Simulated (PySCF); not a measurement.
Computed shifts of a molecule C4H6BFO, PySCF with PBE/pcSseg-1, GIAO, gas phase, atoms alike by connectivity averaged where their shifts nearly agree, in ppm (number of nuclei): ¹³C: 251.9 (1), 58.0 (1), 29.3 (1), 23.9 (1). ¹⁹F: -52.8 (1). ¹H: 2.74 (1), 2.57 (1), 2.45 (1), 2.14 (1), 1.98 (1), 1.38 (1). References: ¹⁷O against H2O (σ = 334.3 ppm); ¹³C against TMS (σ = 182.0 ppm); ¹¹B against BF3 (σ = 83.9 ppm); ¹⁹F against CFCl3 (σ = 133.6 ppm); ¹H against TMS (σ = 31.49 ppm), references at their B3LYP-D3(BJ)/def2-TZVP geometries, non-relativistic. Geometry optimised at B3LYP-D3(BJ)/def2-SVP. The values are those of a single conformer.

Problem. Which structure fits?
(A) O=C1CCCB1F
(B) C=C=COB(C)F
(C) C/C=C1/COB1F
(D) C[C@@H]1CC(=O)B1F

Solution. A, O=C1CCCB1F
